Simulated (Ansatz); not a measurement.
Na3Cl3⁺, relaxed as a doublet with UKS B3LYP-D4/def2-SVP in Ansatz, starting from the GFN1-xTB geometry. Force threshold 0.02 eV/Å.

In the doublet, Cl4 and Cl6 lie 2.71 Å apart (atoms count from 1), so these atoms are partly bonded to each other. Another isomer (doublet) lies 0.23 eV lower at PBE0-D4/def2-TZVP; other spin states weren't run for this one.

Start:

```xyz
6

Na    1.300    2.450    1.624
Na   -2.083    0.249   -1.536
Na    0.932   -2.446    0.088
Cl   -0.470    1.606    0.056
Cl   -0.996   -1.871   -1.232
Cl    1.318    0.012    1.001
```

(1) Estimate the energy that the relaxation releases and the steps that it takes.

(2) Does the start keep its bonding and symmetry?

(3) Predict the relaxed structure.

Answers

(1) 4.1 kcal/mol, in 5 steps; 34 s on 4 threads of Intel Xeon on a shared host. No frequencies were taken in this run, so the end may be a saddle point.

(2) By distances, no bond broke or formed. The bond that changes most is Na1–Cl4, from 2.51 to 2.62 Å (atoms count from 1). Point group Cs at the start, C2v at the end, both within 0.05 Å.

(3) 
| atom | x (Å) | y (Å) | z (Å) |
| --- | --- | --- | --- |
| Na1 | 1.382 | 2.603 | 1.726 |
| Na2 | -1.989 | 0.140 | -1.486 |
| Na3 | 0.815 | -2.351 | 0.024 |
| Cl4 | -0.467 | 1.726 | 0.085 |
| Cl5 | -1.158 | -2.176 | -1.438 |
| Cl6 | 1.417 | 0.058 | 1.090 |
Bond lengths (bridged metal pairs left out): 6 × Cl–Na 2.46 to 2.70 Å.
